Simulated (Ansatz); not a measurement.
Gas-phase electronic energies from Ansatz, PBE0-D4/def2-TZVP geometries. CBS: MP2 limit from def2 TZ/QZ plus the TZ coupled-cluster correction, frozen cores. This one scheme is used for every species. DFT in def2-TZVPP. For Ge outer-core shells are correlated without core-valence functions, which leaves a few kJ/mol of doubt a bond. Scalar relativity is left out up to krypton. Each species was taken in one conformer, which may not be the lowest.

`[OH][GeH2][SiH2][SiH3]` + disilane → `[SiH3][SiH2][GeH2][SiH2][SiH3]` + H₂O  (formal exchange of groups at a Ge–O bond)

```csv
species,BLYP energy (Eh)
`[OH][GeH2][SiH2][SiH3]`,-2736.10861
`[SiH3][SiH3]`,-582.57093
`[SiH3][SiH2][GeH2][SiH2][SiH3]`,-3242.22843
H₂O,-76.44877
```

Work out ΔE.

ΔE = (-3242.22843) + (-76.44877) − (-2736.10861) − (-582.57093) = 0.00234 Eh = +6.1 kJ/mol. CCSD(T)/CBS gives -22.0 kJ/mol.

Largest T1 diagnostic among the species: 0.013.

In def2-TZVPP, CCSD(T) changes the Hartree–Fock value by −32.8 kJ/mol (the triples alone add −3.7 kJ/mol) and MP2 by −34.8 kJ/mol. Leaving LDA and LC-ωPBE aside and taking each functional with its dispersion term where it has one, the values, not all of them listed here, spread over 25.1 kJ/mol, from HSE06-D4 to B2PLYP. LDA lies −9.9 kJ/mol from PBE without D4.
